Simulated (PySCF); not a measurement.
C3H3 (SMILES C#C[CH2-]), charge -1, singlet, at a GFN2-xTB geometry (in this run its highest filled SCF level lies above zero, so its values depend strongly on the basis, on diffuse functions most of all), with bond 4-2 at 2.0 times its length. Base run: PBE0/6-31G** (PySCF).

The PySCF input:
```python
from pyscf import gto, scf, dft

mol = gto.M(
    atom='''
C    -0.00058846   -0.06735310    0.13145175
C     0.01272709    0.42165409    1.28692893
C    -0.00916618   -0.23508926   -1.20054090
H     0.00361699   -0.59504183    3.21815971
H     0.90933867   -0.33006222   -1.78374476
H    -0.93534543   -0.29851433   -1.77583821
''',
    basis='6-31g**',
    charge=-1,
    verbose=4,
)

mf = dft.RKS(mol)
mf.xc = 'pbe0'
mf.kernel()
mf.analyze()
```

Each row names what was changed in the base input (with any setting that the change needs).

| change | ΔE vs base (mEh) | SCF cycles | outcome |
|---|---|---|---|
| base | 0.000 | 12 | converged |
| diis_space = 4 | 0.000 | 14 | converged |
| init_guess = 1e | 0.000 | 15 | converged |
| diis = off; damp = 0.6 (with mf.diis_start_cycle = 200; with mf.max_cycle = 150) | 0.000 | 24 | converged |
| solver = newton; init_guess = 1e | 0.000 | - | converged |
| solver = newton | 0.000 | - | converged |
| level_shift = 0.5 (with mf.max_cycle = 100) | 0.000 | 35 | converged |
| init_guess = atom | 0.000 | 11 | converged |
| diis = off (with mf.max_cycle = 100) | - | 100 | not converged |
| init_guess = mod_huckel | 0.000 | 13 | converged |
| conv_tol = 1e-7 | 0.000 | 10 | converged |
| diis_space = 20 | 0.000 | 12 | converged |
| level_shift = 0.1 (with mf.max_cycle = 100) | 0.000 | 12 | converged |
